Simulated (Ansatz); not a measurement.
Relaxation of C2H4NSi (8 atoms, charge 0, multiplicity 2), to a largest force component of 0.02 eV/Å in at most 50 steps.

Method: UKS B3LYP-D4/def2-SVP in Ansatz.

```xyz
8
Properties=species:S:1:pos:R:3
C -0.621 0.868 -0.329
Si 0.060 -0.299 0.845
C 1.511 -1.203 0.146
N 2.546 -1.746 -0.269
H 0.077 1.631 -0.698
H -1.490 1.486 0.121
H -1.043 0.409 -1.221
H -0.947 -1.204 1.349
```

Q: Where does it end, and by what steps?

A: It converged. After 4 steps the energy has fallen by 0.474 eV; H8 moved furthest, 0.11 Å.

```json
{"step": "0", "energy less start (eV)": "0.0000", "largest force component (eV/Å)": "5.873", "accepted": "yes"}
{"step": "1", "energy less start (eV)": "-0.4350", "largest force component (eV/Å)": "1.141", "accepted": "yes"}
{"step": "2", "energy less start (eV)": "-0.4700", "largest force component (eV/Å)": "0.276", "accepted": "yes"}
{"step": "3", "energy less start (eV)": "-0.4739", "largest force component (eV/Å)": "0.027", "accepted": "yes"}
{"step": "4", "energy less start (eV)": "-0.4741", "largest force component (eV/Å)": "0.018", "accepted": "yes"}
```

```xyz
8
Properties=species:S:1:pos:R:3
C -0.648 0.926 -0.360
Si 0.070 -0.290 0.884
C 1.503 -1.198 0.145
N 2.461 -1.712 -0.269
H 0.120 1.640 -0.693
H -1.479 1.489 0.092
H -1.029 0.386 -1.244
H -0.904 -1.299 1.388
```

Run time: 13 s on 2 threads of Arm Neoverse V2 (shared host), peak memory 0.19 GiB.
